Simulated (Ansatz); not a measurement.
Start from `[CH3][Al]([NH2])[CH2]F` and change one element to get `[CH3][In]([NH2])[CH2]F`.

Ansatz, PBE0-D4/def2-TZVP geometries, multiplicity 1. Each molecule was computed in one conformer, which needn't be the lowest.

Elements past krypton have def2 core potentials.

| property | `[CH3][Al]([NH2])[CH2]F` |
| --- | --- |
| HOMO–LUMO gap (ωB97M-V/def2-TZVPP) / eV | 11.28 |
| LUMO energy (PBE/def2-TZVPP) / eV | -0.67 |
| LUMO energy (B3LYP/def2-TZVPP) / eV | -0.13 |
| HOMO energy (PBE/def2-TZVPP) / eV | -6.03 |
| HOMO energy (ωB97M-V/def2-TZVPP) / eV | -9.74 |
| LUMO energy (PBE0/def2-TZVPP) / eV | 0.10 |

Give the same properties after the change, and the shifts. (Estimate.)

Computed: 
```csv
property,`[CH3][In]([NH2])[CH2]F`,shift
HOMO–LUMO gap (ωB97M-V/def2-TZVPP) / eV,9.97,-1.31
LUMO energy (PBE/def2-TZVPP) / eV,-1.25,-0.58
LUMO energy (B3LYP/def2-TZVPP) / eV,-0.84,-0.71
HOMO energy (PBE/def2-TZVPP) / eV,-5.46,0.57
HOMO energy (ωB97M-V/def2-TZVPP) / eV,-9.20,0.54
LUMO energy (PBE0/def2-TZVPP) / eV,-0.56,-0.66
```

With PBE0 the HOMO rises by 0.67 eV and the LUMO falls by 0.66 eV, so the gap narrows by about 1.33 eV. PBE moves the HOMO by 0.57 eV and ωB97M-V by 0.54 eV.

Positive LUMOs are unbound, so they and the gaps depend on the basis.

B3LYP here is the variant with VWN-RPA as its local correlation; programs differ in this.
